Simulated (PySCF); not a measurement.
C4H5Br, SMILES C1(CCC=1)Br. Geometry: PBE-D3(BJ)/def2-SVP.

Level of theory: PBE-D3(BJ)/def2-SVP in PySCF.

Harmonic wavenumbers (cm⁻¹): 195, 261, 376, 385, 737, 839, 844, 890, 914, 991, 1043, 1106, 1111, 1134, 1167, 1236, 1385, 1408, 1607, 2976, 2994, 3033, 3054, 3159. Rotational constants (GHz): 12.22, 1.627, 1.463; symmetry number 1.

Task: Work out the zero-point energy and the ideal-gas rigid-rotor harmonic-oscillator thermochemistry at 298.15 K and 1 atm.

Result: ZPE = ½ Σ hcν = ½ × 32846 cm⁻¹ = 46.96 kcal/mol. H − E(el) = 50.72 kcal/mol. Entropy in cal/(mol K): translation 40.57, rotation 26.80, vibration 7.28, total 74.65. G − E(el) = 28.47 kcal/mol. Cp = 19.68 cal/(mol K).
